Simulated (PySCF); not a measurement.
C₃H₉NOSi. Atoms are numbered in the order given.

```xyz
15

C     -2.4869     0.3074     0.0000
N     -1.0447     0.3419     0.0000
C     -0.3634    -0.2744    -1.1564
Si     1.1290    -0.4536     0.0000
O      2.2392     0.7870     0.0000
C     -0.3634    -0.2744     1.1564
H     -2.8895    -0.7334     0.0000
H     -2.8781     0.8236     0.8920
H     -2.8781     0.8236    -0.8920
H     -0.3470     0.3669    -2.0552
H     -0.8008    -1.2617    -1.4441
H      1.9532    -1.6908     0.0000
H      1.8628     1.6758     0.0000
H     -0.3470     0.3669     2.0552
H     -0.8008    -1.2617     1.4441
```

The structure is a stationary point at r2SCAN-D4/def2-SVP. The structure was generated by enumeration, and PubChem lists no compound with its InChIKey, so it may never have been made. One conformer was computed; it need not be the lowest.

Calculation: PBE/def2-TZVP run with PySCF.

Gas-phase values at a fixed geometry.

Computed frontier levels, gap, dipole moment and polarisability:
The highest occupied level is -5.02 eV. The lowest empty level is -0.19 eV, the orbital gap is 4.83 eV and the dipole moment comes out as 1.38 D. The quadrupole, principal values (traceless, Buckingham form, about the centre of nuclear charge) is -5.77, 1.85, 3.91 D·Å, the mean static polarisability comes out as 75.1 bohr³ (11.13 Å³) and the polarisability, principal values comes out as 67.7, 70.1, 87.6 bohr³.
